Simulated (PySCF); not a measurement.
Species: BGe2H7O.
Numbering: `[BH2:1][GeH2:2][O:3][GeH3:4]` (hydrogens: H5, H6 on B1; H7, H8 on Ge2; H9, H10, H11 on Ge4)

Computed by this run: PBE0-D3(BJ)/def2-SVP geometry optimisation, gas phase in PySCF; density fitting, grid level 1; the optimiser is geomeTRIC in internal coordinates, started from a GFN2-xTB structure with every atom displaced at random (about 0.01 Å).

Geometry at step 0:
```
atom  x, y, z in Å
B1      2.0135    0.5034   -0.4798
Ge2     0.9384   -0.9322    0.4079
O3     -0.8287   -0.7659    0.1311
Ge4    -1.9517    0.4330   -0.2791
H5      1.4557    1.4460   -0.9665
H6      3.1512    0.4718   -0.5354
H7      1.0466   -1.0230    1.9220
H8      1.1434   -2.3519   -0.0521
H9     -1.6858    0.9823   -1.6270
H10    -3.2739   -0.3324   -0.2402
H11    -1.9706    1.5430    0.7434
```

Problem. What forces act on the atoms?

Solution. 
```tsv
atom	Fx (eV/Å)	Fy (eV/Å)	Fz (eV/Å)
B1	-1.345	0.478	-0.132
Ge2	-1.167	-0.348	0.242
O3	1.884	-1.477	0.502
Ge4	-1.733	0.519	0.228
H5	-0.115	0.160	-0.096
H6	1.887	-0.100	-0.061
H7	0.266	0.212	0.491
H8	0.378	-0.566	-0.375
H9	0.236	0.504	-1.162
H10	-0.323	0.070	-0.083
H11	0.032	0.546	0.444
```

The largest, 2.45 eV/Å, acts on O3; the rms over all components is 0.774 eV/Å. The forces sum to zero within rounding, as they must for an isolated molecule in no field.

Problem. Give the force on O3 in Eh/bohr and in nN.

Solution. 2.446 eV/Å ÷ 51.422 = 0.04757 Eh/bohr, and 2.446 eV/Å × 1.602 = 3.92 nN.

Problem. How far is this geometry from the end of the optimisation?

Solution. 0.326 eV above it, and 0.218 Å rms away after alignment. The bonds farthest from their final lengths, with half the difference of the two atoms' forces along the bond (positive lengthens):

| bond | now (Å) | final (Å) | force along bond (eV/Å) |
| --- | --- | --- | --- |
| O3–Ge4 | 1.693 | 1.774 | +1.94 |
| B1–H6 | 1.139 | 1.208 | +1.62 |
| Ge4–H9 | 1.480 | 1.542 | +0.81 |
| B1–Ge2 | 2.001 | 2.058 | +0.33 |
| Ge2–H8 | 1.506 | 1.543 | +0.30 |
| Ge4–H11 | 1.509 | 1.545 | +0.07 |

The angle farthest from its final value is Ge2–O3–Ge4, 139.1° against 129.3°.

Of the 6 listed bonds off by 0.010 Å or more, this force points towards the final length in 6.

Hardware: Arm Neoverse V1, one thread, shared host with 32 logical CPUs at a one-minute load of 30.
